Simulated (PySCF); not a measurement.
**[Zn(F)2] (charge 0, multiplicity 1)**

These are TPSSh-D3(BJ)/def2-TZVP // TPSS-D3(BJ)/def2-SVP (PySCF) values and carry that method's errors.

HOMO: -9.43 eV
dipole moment: 0.00 D
HOMO–LUMO gap: 7.06 eV
LUMO: -2.37 eV
charge on the central atom (Mulliken): 0.93 e
charge on the central atom (meta-Löwdin): 1.42 e
total energy: -1979.2115 Ha
cost: very roughly 40 core-seconds

```xyz
3

Zn     0.0000     0.0000     0.0000
F     -1.4096     0.9916    -0.2002
F      1.4096    -0.9916     0.2002
```
